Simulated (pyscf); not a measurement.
# •H₂C–CH₂–SeH (SMILES [CH2]C[SeH]), doublet

Gas-phase minimum from PySCF at ωB97X-D3(BJ)/def2-SVP, one conformer. •H₂C–CH₂–SeH lies 24.8 kcal/mol over its isomer H₃C–CH₂–Se• (electronic energy, ωB97M-D3(BJ)/def2-TZVP). 

```
C
H 1 1.0981
H 1 1.1006 2 108.69
C 1 1.4695 2 113.45 3 126.33
H 4 1.0936 1 120.15 2 -162.51
H 4 1.0941 5 117.98 1 165.91
Se 1 1.9953 2 107.15 3 -110.16
H 7 1.4665 1 94.46 2 -63.41
```
Charge 0, spin multiplicity 2.

Properties at ωB97X-D3(BJ)/def2-SVP:

| Property | Value |
|---|---|
| Harmonic wavenumbers, unscaled | 192, 252, 267, 521, 609, 704, 816, 1040, 1108, 1195, 1250, 1438, 1480, 2497, 3111, 3173, 3187, 3290 cm⁻¹ |
| Zero-point energy | 37.4 kcal/mol |
| Rotational symmetry number | 1 |
| Entropy of this conformer at 298 K and 1 atm, rigid rotor and harmonic oscillator, modes under 100 cm⁻¹ raised to 100 | 304.9 J/(mol K) |
| Dipole moment | 1.15 D |
| Spin expectation value S2 | 0.757 |

Single-point totals, which compare only within one level (frozen core for MP2 and CC):

| level | total energy (hartree) |
|---|---|
| ωB97X-D3(BJ)/def2-TZVP | -2480.70933 |
| PBE/def2-TZVP | -2480.26215 |
| r²SCAN/def2-TZVP | -2480.67731 |
| B3LYP-D3(BJ)/def2-TZVP | -2480.78854 |
| PBE0-D3(BJ)/def2-TZVP | -2480.35813 |
| M06-2X/def2-TZVP | -2480.71237 |
| ωB97M-D3(BJ)/def2-TZVP | -2480.76241 |
| UHF/def2-TZVPP | -2478.46917 |
| MP2/def2-TZVPP | -2479.06648 |
| CCSD/def2-TZVPP | -2479.10070 |
| CCSD(T)/def2-TZVPP | -2479.12486 |

Soft torsions are taken as harmonic, which can shift the entropy by several J/(mol K). The CCSD(T) − MP2 part came from Ansatz, without density fitting, on the same reference. The frozen core leaves the outer d or s,p core shells of the metals and heavy elements correlated in the MP2 and CC values, and def2-TZVPP describes them poorly, so these totals are far from the basis limit. Elements up to Kr have no core potential and no relativistic terms here.
